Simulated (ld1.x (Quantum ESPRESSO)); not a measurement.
**Os, ultrasoft: configuration errors across variants**

- Element: Os
- Generator: ld1.x (Quantum ESPRESSO) 7.5
- Type: ultrasoft
- Functional: BLYP
- Relativity: fully relativistic
- Frozen core: [Xe] 4f14
- Valence charge: 8
- Reference configuration: 5d6 6s2 6p0
- Partial waves: 6s (bound): rcut 2.55, rcutus 2.90 bohr; 6s channel at 0.6 Ry: rcut 2.55, rcutus 2.90 bohr; 6p (bound, empty): rcut 3.30, rcutus 4.10 bohr; 6p channel at 1.3 Ry: rcut 3.30, rcutus 4.10 bohr; 5d (bound): rcut 1.15, rcutus 1.35 bohr; 5d channel at -0.1 Ry: rcut 1.15, rcutus 1.35 bohr
- Local potential: all-electron potential smoothed inside 1.65 bohr (lloc = -1)
- Core correction: Bessel-smoothed model core inside 1.20 bohr
- Augmentation charge: built from norm-conserving waves at rcut, not smoothed further

Open shells are filled in proportion to 2j + 1 (rel_dist='average').

All-electron excitation energies from the reference (eV): (1) 5d6 6s1 6p0 9.538; (2) 5d6 6s0 6p0 26.524; (3) 5d5 6s0 6p0 55.282.

The overlap operator is not positive definite (basis up to 400 Ry) in “base”, “waves 6s (bound): rcut 2.55, rcutus 2.82 bohr; 6s channel at 0.6 Ry: rcut 2.55, rcutus 2.82 bohr”, “waves 6s (bound): rcut 2.55, rcutus 3.14 bohr; 6s channel at 0.6 Ry: rcut 2.55, rcutus 3.14 bohr”, “waves 6s (bound): rcut 2.55, rcutus 3.52 bohr; 6s channel at 0.6 Ry: rcut 2.55, rcutus 3.52 bohr”, “waves 6s (bound): rcut 2.55, rcutus 3.82 bohr; 6s channel at 0.6 Ry: rcut 2.55, rcutus 3.82 bohr”, “waves 6s (bound): rcut 2.55, rcutus 4.26 bohr; 6s channel at 0.6 Ry: rcut 2.55, rcutus 4.26 bohr”. Such files are unfit for use, however small their errors in these radial tests.

1 further variants failed, have other tests or too few solved ones, and are left out.

A true bound ghost makes a file unfit for plane-wave use even where its test errors are small: the radial tests pick states by their node count and pass the ghost by.

Errors AE − PS in meV (a dash: test not solved or not reliable):

```tsv
change	(1)	(2)	(3)	bound ghosts
base	-7.9	-36	-67	s, p3/2 (p1/2 not tested, overlap not positive)
waves 6s (bound): rcut 2.55, rcutus 2.82 bohr; 6s channel at 0.6 Ry: rcut 2.55, rcutus 2.82 bohr	-7.9	-36	-67	s, p3/2 (p1/2 not tested, overlap not positive)
waves 6s (bound): rcut 2.55, rcutus 3.14 bohr; 6s channel at 0.6 Ry: rcut 2.55, rcutus 3.14 bohr	-7.9	-36	-67	s, p3/2 (p1/2 not tested, overlap not positive)
waves 6s (bound): rcut 2.55, rcutus 3.52 bohr; 6s channel at 0.6 Ry: rcut 2.55, rcutus 3.52 bohr	-8.0	-36	-67	p3/2 (s, p1/2 not tested, overlap not positive)
waves 6s (bound): rcut 2.55, rcutus 3.82 bohr; 6s channel at 0.6 Ry: rcut 2.55, rcutus 3.82 bohr	-7.9	-36	-67	p3/2 (s, p1/2 not tested, overlap not positive)
waves 6s (bound): rcut 2.55, rcutus 4.26 bohr; 6s channel at 0.6 Ry: rcut 2.55, rcutus 4.26 bohr	-7.7	-36	-67	p3/2 (s, p1/2 not tested, overlap not positive)
```

(1) Give the same row for: waves 6s (bound): rcut 2.16, rcutus 2.30 bohr; 6s channel at 0.6 Ry: rcut 2.16, rcutus 2.30 bohr.

Results:

(1) -6.8, -33, -71; bound ghosts: s, p3/2 (p1/2 not tested, overlap not positive). Its overlap operator is not positive definite in a basis up to 400 Ry (lowest eigenvalue p1/2 -0.51), so the file is unfit for use: the generalised eigenproblem breaks down once the basis is large enough, and its test numbers describe a broken file.
